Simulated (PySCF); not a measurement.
HfO₂, SMILES [Hf](=[O])=[O], multiplicity 1.

The structure is a stationary point at B3LYP-D3(BJ)/def2-TZVP. The multiplicity is an assumed one; other spin states were not compared. The isomer is the one that the SMILES or the coordinates give; other isomers of the formula were not compared. The def2 effective core potentials stand for the cores of Hf; spin–orbit coupling is left out.

Calculation: M06-2X/def2-TZVPD run with PySCF.

Symmetry labels are those of the subgroup C2v that the program uses (full group C2v).

Problem. List the valence orbital energies around the gap with their symmetry. (The exact figures need the calculation; the answer reports its results.)

Solution. 
```json
[
 {"orbital": "HOMO−7", "symmetry": "A1", "energy (eV)": "-25.60"},
 {"orbital": "HOMO−6", "symmetry": "B2", "energy (eV)": "-25.07"},
 {"orbital": "HOMO−5", "symmetry": "A1", "energy (eV)": "-10.58"},
 {"orbital": "HOMO−4", "symmetry": "B2", "energy (eV)": "-10.07"},
 {"orbital": "HOMO−3", "symmetry": "A2", "energy (eV)": "-9.80"},
 {"orbital": "HOMO−2", "symmetry": "B1", "energy (eV)": "-9.39"},
 {"orbital": "HOMO−1", "symmetry": "A1", "energy (eV)": "-9.24"},
 {"orbital": "HOMO", "symmetry": "B2", "energy (eV)": "-8.37"},
 {"orbital": "LUMO", "symmetry": "A1", "energy (eV)": "-3.12"},
 {"orbital": "LUMO+1", "symmetry": "B1", "energy (eV)": "-1.38"},
 {"orbital": "LUMO+2", "symmetry": "A1", "energy (eV)": "-1.11"},
 {"orbital": "LUMO+3", "symmetry": "B2", "energy (eV)": "-0.08"}
]
```
